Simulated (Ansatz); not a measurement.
Job for Ansatz (an electronic-structure program): R-PBE0/def2-TZVPPD on CH2IN (a complex), monomers drawn apart or pushed together. Elements past Kr take the def2 small-core potentials; no spin–orbit coupling. Files ending in .json are basis or fitting sets from the Basis Set Exchange.

Ansatz 0.2 input:
```yaml
crystal:
  periodic: [false, false, false]
  atoms:
    - {symbol: C, position_ang: [-0.75728567, -0.57204618, -0.31790175]}
    - {symbol: N, position_ang: [-0.20264249, -0.30010856, 0.64590358]}
    - {symbol: H, position_ang: [-1.27406422, -0.82612094, -1.21631018]}
    - {symbol: I, position_ang: [1.90700725, 0.67736343, 4.15150502]}
    - {symbol: H, position_ang: [1.08649269, 0.30249495, 2.80435848]}
basis:
  gaussian:
    orbitals: def2-TZVPPD.json
hamiltonian:
  xc: {name: PBE0}
scf: {lower_state_search: off}
```

The head of its log:

```
WARN ansatz: RAYON_NUM_THREADS=1 ignored (pool sized by the plan → 1); use --threads N
Functional definition: PBE0
these checks for a lower state are left out or cut short: stability, starts, cluster_reference, orbital_swaps, neighbouring_geometries, increment
integrals: 0.06 GiB planned
930 factors; their error is unknown
mean field: 0.59 GiB planned
mean field evaluation 1: about -10654.3683 eV, gradient 4.0e1 eV
mean field evaluation 2: about -10648.9195 eV, gradient 6.2e1 eV
```

Give the final energy of this run.

-391.6681 hartree.
